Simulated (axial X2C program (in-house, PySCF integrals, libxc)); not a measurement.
**AsO: from the spin-free to the two-component result**

All values were computed with an in-house relativistic program for diatomic molecules. Spin-free means the one-electron spin-free X2C Hamiltonian; two-component (2c) means X2C with spin–orbit coupling and atomic mean-field two-electron Coulomb and Gaunt terms, so the difference of the two also holds small scalar two-electron terms. Basis: As dyall-cv3z [9s9p6d4f1g], O dyall-av3z [7s6p3d2f] (cores contracted in-house); Gaussian nuclei, density fitting, unrestricted open shells. Masses: As 74.922 u, O 15.995 u.

Spin-free state: M_S = 1/2, Λ = 1 (beyond evenly filled blocks: π+α); fragments As + O.

| level | Re (Å) | ωe (cm⁻¹) | De (eV) | μ (D) |
| --- | --- | --- | --- | --- |
| PW91 | 1.639 | 948.9 | 5.519 | -2.51 |

Dipoles are positive if O is the positive end.

(1) Within this multiplet, which Ω should lie lowest by the rule for regular and inverted multiplets?

Two-component determinant lowest at the distance of the search:

Ω = 1/2 (⟨Sz⟩ = -0.50, ⟨Lz⟩ = 1.00 at PW91); fragments As + O.

```
level  Re (Å)  ωe (cm⁻¹)  De (eV)  μ (D)
 PW91   1.639      948.0    5.576  -2.54
```

(2) From the two tables, how do the constants change at the PW91 level (2c against spin-free)?

One determinant describes the state; a PBE0 search over occupations chose it and may have missed a lower one. De is counted from the lowest determinant-based energies of the atoms at the same level, without counterpoise correction. Density functionals use the spin component along the axis (collinear). The 2c atoms are single determinants rather than J levels; their spin–orbit lowering is only partly caught, and De is too large by that part. This holds for PW91. The functionals have no current-density term, which raises determinants with orbital currents, atoms included.

## Answers

(1) The open π shell holds one electron, so the multiplet is regular: Ω = Λ − 1/2 = 1/2. The PBE0 2c search agrees.

(2) At the PW91 level Re stays the same within 0.001 Å and ωe goes down by 0.9 cm⁻¹; De is not compared, since the atomic limits differ or miss part of their spin–orbit lowering.
